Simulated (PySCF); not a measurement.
# Bond lengths and vibrations by method: FHNOSi anion

All numbers below are calculated, not measured. The program is PySCF 2.14.0, an open-source quantum chemistry code, run on an isolated molecule that a program drew, which may never have been made. The molecule is FHNOSi anion (charge -1, singlet), drawn as the SMILES string `N=[Si]([O-])F`.

The geometry was optimised and harmonic frequencies were computed with HF and MP2, all in the aug-cc-pV(D+d)Z basis, for the commonest isotopes, with a restricted reference for singlets and an unrestricted one otherwise, and a frozen core in MP2. Each result is a local minimum of its method.

Geometry at the HF minimum:
```xyz
5
FHNOSi anion, angstrom
N     0.4968   -1.0711   -0.6942
Si    1.2380   -0.0252    0.2805
O     1.5784   -0.0250    1.7664
F     1.7407    1.3363   -0.4693
H     0.4234   -0.7767   -1.6519
```

Lengths of the bonds as drawn, in Å (atoms numbered as above):
| bond | HF | MP2 |
|---|---|---|
| N1-Si2 | 1.610 | 1.653 |
| Si2-O3 | 1.524 | 1.570 |
| Si2-F4 | 1.634 | 1.680 |
| N1-H5 | 1.005 | 1.027 |

Rotational constants, in GHz:
| constant | HF | MP2 |
|---|---|---|
| A | 8.438 | 7.904 |
| B | 7.518 | 7.189 |
| C | 3.976 | 3.765 |

Harmonic frequencies in cm^-1, each column in rising order, so a row needn't be the same motion in every method:
```
rank,HF,MP2
1,356,316
2,403,353
3,439,367
4,544,?
5,768,682
6,862,820
7,1025,915
8,1300,1165
9,3767,3506
```

**Estimate the missing MP2 frequency from the HF column.**

A single factor s that minimises the squared misfit of MP2 against s times HF over the other rows is sum(HF x MP2) / sum(HF^2) = 0.9232, with an rms misfit of 28 cm^-1. For rank 4 it gives 0.9232 x 544 = 502 cm^-1. The calculation gives 497 cm^-1, 5 cm^-1 below the estimate. The drawn bonds are on average 2.7 % longer in MP2 than in HF.
